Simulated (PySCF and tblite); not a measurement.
C₅H₁₁NO, numbered as in [CH3:1][C:2](=[O:3])[NH:4][CH:5]([CH3:6])[CH3:7].

Free energies: PBE0-D3(BJ)/def2-TZVP (IEF-PCM, chloroform) on PBE0-D3(BJ)/def2-SVP structures plus GFN2-xTB thermal terms, symmetry and mirror images included. Conformers within 3 kcal/mol (GFN2-xTB free energy) were kept, 8 at most. GIAO shieldings: wB97X-D/pcSseg-1 (IEF-PCM, chloroform). Shifts are against TMS (¹H), TMS (¹³C), NH3 (¹⁵N) at the same level. Codes: tblite and PySCF.

Torsions listed: O3–C2–N4–C5, C2–N4–C5–C6.

```json
{"conformer": "1", "shape": "-1°, -108°", "weight %": "97.2", "dipole D": "4.62"}
{"conformer": "2", "shape": "1°, 63°", "weight %": "2.8", "dipole D": "4.67"}
```

Question: How do the computed shifts compare with measured ones?

Answer: 
```
nucleus  signal  leading conformer  average  measured                                          medium
     ¹H      H5               4.06     4.03      4.01  not stated per compound (mostly CDCl3 or CCl4)
     ¹H   H6/H7               1.06     1.07      1.13  not stated per compound (mostly CDCl3 or CCl4)
    ¹³C      C5               39.5     39.7      40.5  not stated per compound (mostly CDCl3 or CCl4)
    ¹³C   C6/C7               25.2     25.1      22.3  not stated per compound (mostly CDCl3 or CCl4)
```

Measured values: Pretsch, Buehlmann, Badertscher, Structure Determination of Organic Compounds, 4th ed. (2009). Mean difference for ¹H: -0.02 ppm, scatter 0.04 ppm. Mean difference for ¹³C: 1.00 ppm, scatter 1.80 ppm. The computed shifts are unscaled and lack vibrational corrections.


¹⁵N shifts are against a computed isolated NH3 molecule, about 20 ppm from the liquid.